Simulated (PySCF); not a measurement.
One of the candidates below gave these computed data.

All candidates are C4H7F3Si.

| technique | computed result |
| --- | --- |
| 1H NMR | chemical shifts (computed TMS as zero) by class: 5.54 (2 H), 5.32 (2 H), 2.41 (3 H) ppm [GIAO PBE0/pcSseg-1] |
| Rotational structure | rotational constants A, B, C: 2.018, 1.264, 0.829 GHz [GFN2-xTB] |
| 13C NMR | chemical shifts (computed TMS as zero) by class: 185.8 (1 C), 112.0 (1 C), 78.6 (1 C), 18.8 (1 C) ppm [GIAO PBE0/pcSseg-1] |
| Triplet | lowest triplet excitation (Tamm–Dancoff): 3.98 eV [TDA B3LYP/def2-SVPD] |
| NMR, other nuclei | isotropic shieldings of nuclei other than C and H, by class: 228 (1 F), 406 (1 F), 420 (1 F), 359 (1 Si) ppm [GIAO PBE0/pcSseg-1] |
| Dipole | 1.93 D [B3LYP/def2-SVPD] |
| Polarisability | 75.6 au [B3LYP/def2-SVPD] |
| UV, first state | lowest singlet excitation: 6.13 eV (202 nm, f = 0.228) [TDDFT B3LYP/def2-SVPD] |

Electronic properties: PySCF, gas phase, density fitting. Levels stand in brackets. The structure is a single GFN2-xTB conformer in the gas phase; no vibrational or solvent corrections. GFN2-xTB frequencies show an imaginary mode (53i cm⁻¹), so this geometry is no minimum at that level. Each NMR value is the plain mean over a class of atoms that symmetry, rotation or inversion makes alike.

Question: Which candidate is it?
A. `C/C(F)=C(\CF)[SiH2]F`
B. `C[SiH2]CC(F)=C(F)F`
C. `F/C=C(\F)[C@H]([SiH3])CF`
D. `FC(F)(F)[C@@H]1C[C@H]1[SiH3]`
E. `FC(F)(F)[C@@H]1CC[SiH2]1`

Answer: A. It is `C/C(F)=C(\CF)[SiH2]F`. Numbering: `[CH3:1]/[C:2]([F:3])=[C:4](\[CH2:5][F:6])[SiH2:7][F:8]`. Its formula, C4H7F3Si, gives 1 degree of unsaturation: 0 rings and 1 π bond in the structure found. 4 carbons fall into 4 classes; from least to most shielded: vinylic C–F carbon [C2] (185.8 ppm), fully substituted alkene carbon [C4] (112.0 ppm), sp3 C–F carbon [C5] (78.6 ppm), allylic carbon [C1] (18.8 ppm). Hydrogen classes from least to most shielded: 2 H on a fluorine-bound silicon, Si7 (5.54 ppm), 2 H on an sp3 C–F carbon, C5 (5.32 ppm), 3 H on an allylic carbon, C1 (2.41 ppm, a mean of values up to 0.8 ppm apart in this geometry). The other shieldings belong to: 228 ppm, vinyl fluorine [F3]; 406 ppm, silicon-bound fluorine [F8]; 420 ppm, alkyl fluorine [F6]; 359 ppm, fluorine-bound silicon [Si7]. S1 is mainly HOMO→LUMO (weight 0.81); the largest Löwdin shares of the orbital it empties are 0.35 on the fully substituted alkene carbon, 0.26 on the vinylic C–F carbon, 0.11 on the vinyl fluorine and 0.05 on the sp3 C–F carbon, of the orbital it fills 0.30 on the vinylic C–F carbon, 0.22 on the fully substituted alkene carbon, 0.10 on the fluorine-bound silicon and 0.07 on the vinyl fluorine. The optimised geometry has point group C1 and is an asymmetric top.

The others, at the same levels:
- `FC(F)(F)[C@@H]1C[C@H]1[SiH3]` fails: its computed 13C shifts are 136.4 (1 C), 20.8 (1 C), 10.0 (1 C), -1.8 (1 C) ppm, 1H shifts are 3.92 (3 H), 1.19 (1 H), 1.17 (1 H), 0.60 (1 H), 0.29 (1 H) ppm and rotational constant A is 3.435 GHz (against 2.018 GHz).
- `FC(F)(F)[C@@H]1CC[SiH2]1` fails: its computed 13C shifts are 139.5 (1 C), 33.4 (1 C), 22.7 (1 C), 9.2 (1 C) ppm, 1H shifts are 4.96 (1 H), 4.88 (1 H), 2.53 (1 H), 2.49 (1 H), 2.33 (1 H), 1.87 (1 H), 1.44 (1 H) ppm and rotational constant A is 2.870 GHz (against 2.018 GHz).
- `F/C=C(\F)[C@H]([SiH3])CF` fails: its computed 13C shifts are 157.3 (1 C), 141.8 (1 C), 86.8 (1 C), 30.8 (1 C) ppm, 1H shifts are 6.54 (1 H), 5.08 (1 H), 4.96 (1 H), 4.10 (3 H), 2.12 (1 H) ppm and lowest triplet excitation (Tamm–Dancoff) is 4.35 eV (against 3.98 eV).
- `C[SiH2]CC(F)=C(F)F` fails: its computed 13C shifts are 165.8 (1 C), 138.0 (1 C), 15.5 (1 C), -6.3 (1 C) ppm, 1H shifts are 4.32 (2 H), 1.84 (2 H), 0.26 (3 H) ppm and rotational constant A is 3.162 GHz (against 2.018 GHz).

Each candidate is one conformer, not necessarily the lowest. The conformers computed, where there is a choice (atom-mapped SMILES and torsion angles):
- `[CH3:1]/[C:2]([F:3])=[C:4](\[CH2:5][F:6])[SiH2:7][F:8]`: C2–C4–C5–F6 59°, C2–C4–Si7–F8 163°
- `[F:1][C:2]([F:3])([F:4])[C@@H:5]1[CH2:6][C@H:7]1[SiH3:8]`: F1–C2–C5–C6 153°
- `[F:1][C:2]([F:3])([F:4])[C@@H:5]1[CH2:6][CH2:7][SiH2:8]1`: F1–C2–C5–C6 55°
- `[F:1]/[CH:2]=[C:3](\[F:4])[C@H:5]([SiH3:6])[CH2:7][F:8]`: C2–C3–C5–Si6 -112°, C3–C5–C7–F8 178°
- `[CH3:1][SiH2:2][CH2:3][C:4]([F:5])=[C:6]([F:7])[F:8]`: C1–Si2–C3–C4 -179°, Si2–C3–C4–F5 74°
